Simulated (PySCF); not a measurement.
SMILES O[SiH2][Si](Cl)(Cl)Cl (H₃Cl₃OSi₂), PBE0/def2-SVP optimised geometry.

```
9

O     -1.27    -1.03     3.22
Si    -1.62    -1.99     1.91
Si    -0.71    -0.99     0.00
Cl     1.34    -0.99     0.00
Cl    -1.37    -1.88    -1.74
Cl    -1.34     0.99     0.00
H     -1.52    -0.10     3.15
H     -1.00    -3.32     2.16
H     -3.09    -2.14     1.66
```

Density from PBE0/def2-TZVP run with PySCF at that geometry.

Minimum of the electron density along straight lines between bonded atoms, close to the bond critical point (lines longer than 1.1 times the sum of covalent radii, or with two minima, are not listed):

```json
[
 {"bond": "O1–Si2", "length / Å": "1.664", "ρ at the minimum / e bohr⁻³": "0.133", "∇²ρ there / e bohr⁻⁵": "?", "position (fraction from the first atom)": "0.59"},
 {"bond": "Si2–Si3", "length / Å": "2.342", "ρ at the minimum / e bohr⁻³": "0.096", "∇²ρ there / e bohr⁻⁵": "-0.13", "position (fraction from the first atom)": "0.36"},
 {"bond": "Si3–Cl4", "length / Å": "2.058", "ρ at the minimum / e bohr⁻³": "0.100", "∇²ρ there / e bohr⁻⁵": "0.21", "position (fraction from the first atom)": "0.36"},
 {"bond": "Si3–Cl5", "length / Å": "2.059", "ρ at the minimum / e bohr⁻³": "0.100", "∇²ρ there / e bohr⁻⁵": "0.21", "position (fraction from the first atom)": "0.36"},
 {"bond": "Si3–Cl6", "length / Å": "2.071", "ρ at the minimum / e bohr⁻³": "0.098", "∇²ρ there / e bohr⁻⁵": "0.20", "position (fraction from the first atom)": "0.36"},
 {"bond": "O1–H7", "length / Å": "0.963", "ρ at the minimum / e bohr⁻³": "?", "∇²ρ there / e bohr⁻⁵": "?", "position (fraction from the first atom)": "0.81"},
 {"bond": "Si2–H8", "length / Å": "1.486", "ρ at the minimum / e bohr⁻³": "0.123", "∇²ρ there / e bohr⁻⁵": "0.14", "position (fraction from the first atom)": "0.49"},
 {"bond": "Si2–H9", "length / Å": "1.496", "ρ at the minimum / e bohr⁻³": "0.121", "∇²ρ there / e bohr⁻⁵": "0.13", "position (fraction from the first atom)": "0.49"}
]
```

Complete the blanks.


- O1–Si2, ∇²ρ there / e bohr⁻⁵: 0.76
- O1–H7, ρ at the minimum / e bohr⁻³: 0.353
- O1–H7, ∇²ρ there / e bohr⁻⁵: -2.41
